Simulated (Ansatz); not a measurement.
C4H5, charge -1, singlet, at a GFN2-xTB geometry (a gas-phase anion, which may not be bound at this level); Ansatz (an electronic-structure program) with MP2 on PBE0/STO-3G.

Here is a job for Ansatz.
Ansatz 0.2 input:
```yaml
crystal:
  periodic: [false, false, false]
  atoms:
    - {symbol: C, position_ang: [0.68137789, 1.87285781, 0.01645036]}
    - {symbol: C, position_ang: [0.62598176, 0.50903898, 0.00361301]}
    - {symbol: C, position_ang: [-0.52715454, -0.34290368, -0.00222848]}
    - {symbol: C, position_ang: [-0.54674012, -1.68664814, -0.01494501]}
    - {symbol: H, position_ang: [-0.39015689, 2.28234825, 0.02242338]}
    - {symbol: H, position_ang: [1.58137865, -0.03936154, -0.00345242]}
    - {symbol: H, position_ang: [-1.49125159, 0.17262809, 0.00454190]}
    - {symbol: H, position_ang: [0.36643243, -2.26759445, -0.02223715]}
    - {symbol: H, position_ang: [-1.46719257, -2.26209020, -0.01861500]}
basis:
  gaussian:
    orbitals: STO-3G
hamiltonian:
  xc: pbe0
total_charge: -1
magnetization: {spin_polarized: false}
correlation: {method: mp2}
```

### Question
Write the output that Ansatz gives for this input, abridged.

### Answer

```
Functional definition: PBE0
345 factors; integrals over basis functions are off by at most 3.8e-5 eV
mean field evaluation 1: about -4162.2426 eV, gradient 3.1e1 eV
mean field evaluation 2: about -4162.1834 eV, gradient 3.1e1 eV
mean field evaluation 4: about -4164.7570 eV, gradient 1.5e1 eV
mean field evaluation 8: about -4165.7279 eV, gradient 7.0e-2 eV
mean field evaluation 16: about -4165.7277 eV, gradient 2.6e-6 eV
mean field -4165.72766162 eV, -153.0876679330 hartree, gradient 2.6e-6 eV, S^2 0.000000; 0 other end points of the search recorded, 0 dependent functions left out
4 core orbitals not correlated
reference -4141.34287700 eV, -152.1915436267 hartree; 11, 11 occupied and 10, 10 virtual orbitals, 345 factors
second order -6.13887106 eV of doubles, -0.15864424 eV of singles
Total energy: -4147.64039230 eV, -152.4229730455 hartree
```
